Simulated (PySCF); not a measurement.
Isomers of C2H6Si. Isolated molecules, 0 K electronic values unless said otherwise. Strings in code marks are SMILES.

The HOMO from two functionals at the same geometries (PBE0-D3(BJ)/def2-TZVP), both in PySCF: PBE-D3(BJ)/def2-TZVP and ωB97X-D3(BJ)/def2-TZVP. 

| species | PBE-D3(BJ)/def2-TZVP (eV) |
|---|---|
| `CC=[SiH2]` | -5.24 |
| `C=[SiH]C` | -5.27 |
| `C=C[SiH3]` | -6.90 |
| `C1C[SiH2]1` | -5.80 |

Problem. What does ωB97X-D3(BJ)/def2-TZVP give for each?

Solution. 
- `CC=[SiH2]`: -8.37
- `C=[SiH]C`: -8.50
- `C=C[SiH3]`: -10.42
- `C1C[SiH2]1`: -9.28
Over these rows, drawn at random from the members with no instability flagged (it was tested for open shells, ions and some series alone), PBE minus ωB97X-D3(BJ): mean +3.34 eV, from +3.13 eV to +3.53 eV.
